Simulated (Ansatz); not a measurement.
C7H7, SMILES `[CH2]c1ccccc1` radical. The species carries charge 0 and has multiplicity 2. The structure was optimised at the PBE0-D4/def2-TZVP level.

```xyz
14

C     1.489   -0.569    1.678
C     0.588   -0.225    0.663
C     0.953   -0.304   -0.704
C     0.063    0.036   -1.698
C    -1.222    0.467   -1.378
C    -1.606    0.554   -0.041
C    -0.724    0.217    0.961
H     1.204   -0.506    2.720
H     2.490   -0.906    1.443
H     1.953   -0.640   -0.958
H     0.365   -0.034   -2.737
H    -1.919    0.734   -2.163
H    -2.605    0.890    0.212
H    -1.027    0.286    2.001
```

**Question.** What is the dipole moment at r2SCAN/def2-TZVPP? (An estimate is asked.)

**Answer.** Ansatz gave: 0.08 D, with components (-0.05, 0.02, -0.06) D in this frame, pointing from negative to positive charge.

**Question.** And with PBE, B3LYP, ωB97M-V? (Estimate.)

**Answer.** Ansatz gave: PBE 0.16 D, B3LYP 0.15 D, ωB97M-V 0.12 D.

**Question.** Give the Mulliken charges with r2SCAN, B3LYP, PBE in def2-TZVPP. (Best estimate.)

**Answer.** The calculation gave: 
| atom | r2SCAN | B3LYP | PBE |
| --- | --- | --- | --- |
| C1 | -0.17 | -0.21 | -0.19 |
| C2 | 0.08 | 0.05 | 0.07 |
| C3 | -0.13 | -0.15 | -0.14 |
| C4 | -0.08 | -0.11 | -0.10 |
| C5 | -0.11 | -0.13 | -0.12 |
| C6 | -0.08 | -0.11 | -0.10 |
| C7 | -0.13 | -0.15 | -0.14 |
| H8 | 0.08 | 0.10 | 0.09 |
| H9 | 0.08 | 0.10 | 0.09 |
| H10 | 0.08 | 0.12 | 0.10 |
| H11 | 0.10 | 0.12 | 0.11 |
| H12 | 0.10 | 0.13 | 0.11 |
| H13 | 0.10 | 0.12 | 0.11 |
| H14 | 0.08 | 0.12 | 0.10 |

B3LYP here is the variant with VWN-RPA as its local correlation; programs differ in this.
